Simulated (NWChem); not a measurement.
Program: NWChem. System: C$_{2}$H$_{4}$NO, charge 1, spin multiplicity 1, at the geometry of a parent with another charge or spin, in a state set for the comparison that need not be this species' ground state. Level: MP2/def2-SVPD, 4 core orbitals frozen.

The NWChem input:

```
start mol
memory heap 200 mb stack 900 mb global 1100 mb
charge 1
geometry units angstroms nocenter noautoz
  C     -1.177065    -0.775350     0.000000
  C     -0.027562     0.126001     0.000000
  N      1.202608    -0.471239     0.000000
  O     -0.160648     1.340617     0.000000
  H     -2.167544    -0.319590     0.000000
  H     -1.083519    -1.864300     0.000000
  H      2.018364     0.125581     0.000000
  H      1.327390    -1.471855     0.000000
  symmetry group Cs
end
basis spherical
  * library def2-svpd
end
scf
  rhf
  nopen 0
  maxiter 100
  thresh 1e-7
  semidirect memsize 60000000 filesize 0
end
mp2
  freeze core 4
end
task mp2 energy
```

NWChem printed:

```
             Northwest Computational Chemistry Package (NWChem) 7.3.0
             --------------------------------------------------------

                                NWChem Input Module
                                -------------------

 Scaling coordinates for geometry "geometry" by  1.889725989
 (inverse scale =  0.529177249)

 Turning off AUTOSYM since
 SYMMETRY directive was detected!

                             Geometry "geometry" -> ""
                             -------------------------

 Output coordinates in angstroms (scale by  1.889725989 to convert to a.u.)

  No.       Tag          Charge          X              Y              Z
 ---- ---------------- ---------- -------------- -------------- --------------
    1 C                    6.0000    -1.17706500    -0.77535000     0.00000000
    2 C                    6.0000    -0.02756200     0.12600100     0.00000000
    3 N                    7.0000     1.20260800    -0.47123900     0.00000000
    4 O                    8.0000    -0.16064800     1.34061700     0.00000000
    5 H                    1.0000    -2.16754400    -0.31959000     0.00000000
    6 H                    1.0000    -1.08351900    -1.86430000     0.00000000
    7 H                    1.0000     2.01836400     0.12558100     0.00000000
    8 H                    1.0000     1.32739000    -1.47185500     0.00000000

 Effective nuclear repulsion energy (a.u.)     114.1167513821

            Nuclear Dipole moment (a.u.)
            ----------------------------
        X                 Y               Z
 ---------------- ---------------- ----------------
     0.0000018897     0.0000094486     0.0000000000

      Symmetry information
      --------------------

 Group name             Cs
 Group number              2
 Group order               2
 No. of unique centers     8

      Symmetry unique atoms

     1    2    3    4    5    6    7    8


 Summary of "ao basis" -> "" (spherical)
 ------------------------------------------------------------------------------
       Tag                 Description            Shells   Functions and Types
 ---------------- ------------------------------  ------  ---------------------
 *                         def2-svpd                  on all atoms

 Summary of "ao basis" -> "ao basis" (spherical)
 ------------------------------------------------------------------------------
       Tag                 Description            Shells   Functions and Types
 ---------------- ------------------------------  ------  ---------------------
 C                         def2-svpd                 8       20   4s2p2d
 N                         def2-svpd                 8       20   4s2p2d
 O                         def2-svpd                 9       23   4s3p2d
 H                         def2-svpd                 4        8   2s2p

                                 NWChem SCF Module
                                 -----------------

  ao basis        = "ao basis"
  functions       =   115
  atoms           =     8
  closed shells   =    15
  open shells     =     0
  charge          =   1.00
  wavefunction    = RHF
  use symmetry    = T
  symmetry adapt  = T

 Summary of "ao basis" -> "ao basis" (spherical)
 ------------------------------------------------------------------------------
       Tag                 Description            Shells   Functions and Types
 ---------------- ------------------------------  ------  ---------------------
 C                         def2-svpd                 8       20   4s2p2d
[...]
 Vector   17  Occ=0.000000D+00  E=-9.324703D-02  Symmetry=a'
              MO Center= -1.1D+00, -1.7D+00,  1.1D-16, r^2= 7.0D+00
   Bfn.  Coefficient  Atom+Function         Bfn.  Coefficient  Atom+Function
  ----- ------------  ---------------      ----- ------------  ---------------
     4      4.273588  1 C  s                 93     -2.965079  6 H  s
    44      1.775207  3 N  s                 85     -1.726462  5 H  s
   109     -1.175036  8 H  s                 64     -0.863488  4 O  s
    98     -0.828655  6 H  py                 3      0.780227  1 C  s
     8     -0.562356  1 C  px               114     -0.503897  8 H  py

 Vector   18  Occ=0.000000D+00  E=-4.149702D-02  Symmetry=a'
              MO Center= -4.3D-01, -1.2D+00,  5.0D-16, r^2= 9.9D+00
   Bfn.  Coefficient  Atom+Function         Bfn.  Coefficient  Atom+Function
  ----- ------------  ---------------      ----- ------------  ---------------
    24      8.667574  2 C  s                  4     -4.737677  1 C  s
    64     -4.136570  4 O  s                 85      2.997325  5 H  s
     3     -1.504295  1 C  s                109     -1.316051  8 H  s
    23     -1.105075  2 C  s                 72      1.026198  4 O  py
    93      0.995618  6 H  s                101     -0.940093  7 H  s

 center of mass
 --------------
 x =  -0.00291256 y =   0.11379138 z =   0.00000000

 moments of inertia (a.u.)
 ------------------
         160.182197166179          -1.982694201438           0.000000000000
          -1.982694201438         175.336945698550           0.000000000000
           0.000000000000           0.000000000000         335.519142864729

  Mulliken analysis of the total density
  --------------------------------------

    Atom       Charge   Shell Charges
 -----------   ------   -------------------------------------------------------
    1 C    6     5.58   1.99  1.04  0.23 -0.06  1.74  0.58  0.03  0.02
    2 C    6     5.06   1.99  0.92 -0.07 -0.03  1.94  0.18  0.14 -0.02
    3 N    7     7.15   1.99  0.95  0.52 -0.11  2.45  1.38  0.02 -0.05
    4 O    8     8.62   1.99  1.10  0.79  0.09  2.75  1.73  0.13  0.02  0.02
    5 H    1     0.74   0.71  0.01  0.03 -0.01
    6 H    1     0.90   0.71  0.14  0.03  0.01
    7 H    1     0.95   0.71  0.17  0.05  0.02
    8 H    1     1.02   0.72  0.24  0.05  0.01

       Multipole analysis of the density wrt the origin
       ------------------------------------------------

     L   x y z        total         open         nuclear
     -   - - -        -----         ----         -------
     0   0 0 0      1.000000      0.000000     31.000000

     1   1 0 0     -0.961985      0.000000      0.000002
     1   0 1 0     -2.501070      0.000000      0.000009
     1   0 0 1     -0.000000      0.000000      0.000000

     2   2 0 0     -5.667804      0.000000    108.402486
     2   1 1 0      2.840968      0.000000      2.776536
     2   1 0 1     -0.000000      0.000000      0.000000
     2   0 2 0    -13.367504      0.000000     90.685886
     2   0 1 1      0.000000      0.000000      0.000000
     2   0 0 2    -16.372612      0.000000      0.000000

                   NWChem MP2 Semi-direct Energy/Gradient Module
                   ---------------------------------------------

  Basis functions       =    115
  Molecular orbitals    =    115
  Frozen core           =      4
  Frozen virtuals       =      0
  Active alpha occupied =     11
  Active beta occupied  =     11
  Active alpha virtual  =    100
  Active beta virtual   =    100
  Use MO symmetry       = T
  Use skeleton AO sym   = T

  AO/Fock/Back tols     =   1.0D-09  1.0D-09  1.0D-09

 GA uses MA = F    GA memory limited = T

 Available:
  local mem=  1.26D+08
 global mem=  1.44D+08
 local disk=  0.00D+00
  mp2_memr nvloc                   100
  nvloc new                   100
   1 passes of  11:        3145728                      55029                  24912385.
   1 passes of  11: M    126153086           G      144152750           F     123007358.

 Semi-direct pass number   1 of   1  for RHF alpha+beta  at        2.1s
  vrange nnbf                  6655
  mp2_eaftype                    95  avail_ma_in_mb                  1099
 EAF : mp2_eaftype filesize          95   12456192.
  mp2_eaf for mointskh                     95
Node 0 wrote     58.6 Mb in      0.0 s     Agg I/O rate:  7236.6 Mb/s
 Done moints_semi at        3.6s
  mp2_eaftype                    95  avail_ma_in_mb                  1004
 EAF : mp2_eaftype filesize          95   12456192.
  mp2_eaf for kh                    95
 Done maket at        3.7s
 Done multipass loop at        3.7s

          -------------------------------------------
          SCF energy                -206.860592890544
          Correlation energy          -0.612387029931
          Singlet pairs               -0.381514756478
          Triplet pairs               -0.230872273453
          Total MP2 energy          -207.472979920475
          -------------------------------------------

          ---------------------------------------------------
                    Spin Component Scaled (SCS) MP2
          Same spin pairs                     -0.153914848969
          Same spin scaling factor             0.333333333333
          Opposite spin pairs                 -0.458472180962
          Opposite spin scaling fact.          1.200000000000
          SCS-MP2 correlation energy          -0.601471566811
          Total SCS-MP2 energy              -207.462064457355
          ---------------------------------------------------

 -----------------------
 Performance information
 -----------------------

 Timer overhead =  1.18D-07 seconds/call

               Nr. of calls         CPU time (s)                 Wall time (s)                GFlops
             ---------------    -------------------     ------------------------------   -------------------
Name         Min   Avg   Max    Min     Avg     Max     Min     Avg     Max   Mx/calls   Min     Max     Sum
mp2: moin     1     1     1    1.5     1.5     1.5      1.5     1.5     1.5     1.5      0.0     0.0     0.0
mp2: make     1     1     1   0.13    0.13    0.13     0.13    0.13    0.13    0.13      0.0     0.0     0.0
mp2: tota     1     1     1    1.6     1.6     1.6      1.6     1.6     1.6     1.6      0.0     0.0     0.0

 The average no. of pstat calls per process was 3.00D+00
 with a timing overhead of 3.54D-07s

 Task  times  cpu:        3.7s     wall:        3.7s

 Total times  cpu:        3.7s     wall:        3.7s
```
